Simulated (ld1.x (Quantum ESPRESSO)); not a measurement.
## What one change does to a pseudopotential (platinum, ultrasoft)

platinum (Pt), ultrasoft, made with ld1.x (Quantum ESPRESSO) 7.5 (BLYP, scalar-relativistic). Core [Xe] 4f14, reference 5d9.5 6s0.5 6p0. Waves: 6s (bound): rcut 2.30, rcutus 2.45 bohr; 6s channel at 0.05 Ry: rcut 2.30, rcutus 2.45 bohr; 6p (bound, empty): rcut 3.55, rcutus 4.70 bohr; 6p channel at 1.55 Ry: rcut 3.55, rcutus 4.70 bohr; 5d (bound): rcut 1.25, rcutus 1.50 bohr; 5d channel at 3.7 Ry: rcut 1.25, rcutus 1.50 bohr. Local part: all-electron potential smoothed inside 1.30 bohr (lloc = -2). Core correction: none. Augmentation charge: PSQ, inside the norm-conserving radii.

Change: core correction a·sin(br)/r model core inside 0.66 bohr.

Cutoffs: the cutoffs (Ry, on a coarse ladder) from which the occupation-weighted sum of valence levels, in a spherical-Bessel basis at the reference potential, stays within 10 and 1 mRy of its value at 400 Ry; they do not see the model core or the augmentation charge, which bear on the density cutoff. Errors are all-electron minus pseudo energies relative to the spin-unpolarised reference configuration.

**Question.** Predict the effect on cutoff, ghosts and configuration errors.

**Answer.** The potential gets neither clearly harder nor softer (50 Ry and 80 Ry → 50 Ry and 80 Ry); both files keep a bound ghost (s); of the 6 tests that both files solve, the error grows in 5 and shrinks in 1 by more than 15 % and 0.3 meV (median size 17.1 → 55.9 meV). A model core, the more so a compact one, raises the density cutoff, which this test does not measure.

| quantity | base | changed |
| --- | --- | --- |
| cutoff, loose | 50 Ry | 50 Ry |
| cutoff, tight | 80 Ry | 80 Ry |
| bound ghosts | s | s |
| tests counted (converged, no solver errors) | 6 of 7 | 6 of 7 |
| error for 5d9 6s1 6p0, meV [ΔE 0.07 eV] | 0.0 | -2.6 |
| error for 5d9 6s0 6p0, meV [ΔE 9.31 eV] | +7.1 | -5.4 |
| error for 5d8 6s0 6p0, meV [ΔE 29.19 eV] | +8.7 | -62 |
| error for 5d7 6s0 6p0, meV [ΔE 61.29 eV] | -43 | -267 |
| error for 5d8 6s1 6p0, meV [ΔE 11.11 eV] | -25 | -50 |
| error for 5d6 6s0 6p0, meV [ΔE 106.82 eV] | -203 | -738 |
| s: phases at 5.08 bohr within 0.05 rad from the reference energy up to (Ry; the scan ends near 5) | 2.6 | 2.6 |
| p: phases at 5.08 bohr within 0.05 rad from the reference energy up to (Ry; the scan ends near 5) | 0.2 | 0.2 |
| d: phases at 5.08 bohr within 0.05 rad from the reference energy up to (Ry; the scan ends near 5) | to the end of the scan | to the end of the scan |
| lowest overlap eigenvalue by channel | s 0.28, p 0.76, d 0.87 | s 0.28, p 0.76, d 0.87 |

Base: Tests not counted: 5d9 6s0 6p1 (solver errors, printed error -2.4 eV). Changed file: Tests not counted: 5d9 6s0 6p1 (solver errors, printed error -2.4 eV). A true bound ghost makes a file unfit for plane-wave use even where its test errors are small: the radial tests pick states by their node count and pass the ghost by. Where a test does run into it, the solver fails or the error is huge.
